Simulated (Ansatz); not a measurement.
Ligand exchange: C2H2 + GaH(CH3)(SH) → C2H2S + GaH2(CH3)

Species: C2H2 (acetylene) `C#C`, singlet; GaH(CH3)(SH), singlet; C2H2S (ethynethiol) `C#CS`, singlet; GaH2(CH3), singlet. The partners trade H for SH: C–H and Ga–SH bonds give way to C–SH and Ga–H.

Shapes, held fixed at every level: PBE0-D4/def2-TZVP. Flexible molecules stand in one conformer, not always the lowest. Programs: Ansatz 0.2.0. Electronic energies: no zero-point or thermal term.

```tsv
level	kind	ΔE (kJ/mol)	less CCSD(T)/def2-TZVPP
HF/def2-SVP	Hartree–Fock	+156.4	+2.9
r2SCAN-D4/def2-TZVPP	meta-GGA	+146.2	-7.3
BHLYP-D4/def2-TZVPP	global hybrid	+151.4	-2.1
r2SCAN0-D4/def2-TZVPP	global hybrid	+148.9	-4.6
MP2/def2-SVP	perturbation theory	+151.9	-1.6
CCSD(T)/def2-SVP	coupled cluster or CI	+150.7	-2.8
CCSD/def2-TZVPP	coupled cluster or CI	+154.1	+0.6
CCSD(T)/def2-TZVPP	coupled cluster or CI	+153.5	0.0
```

The highest level, CCSD(T)/def2-TZVPP, gives ΔE = +153.5 kJ/mol; the levels span +146.2 to +156.4. The column of differences is taken from that level and isn't an error. No measured value is set beside it here. Relativity is left out for Ga unless named. Correlated rows may include outer-core shells of Ga, which these sets cover unevenly.
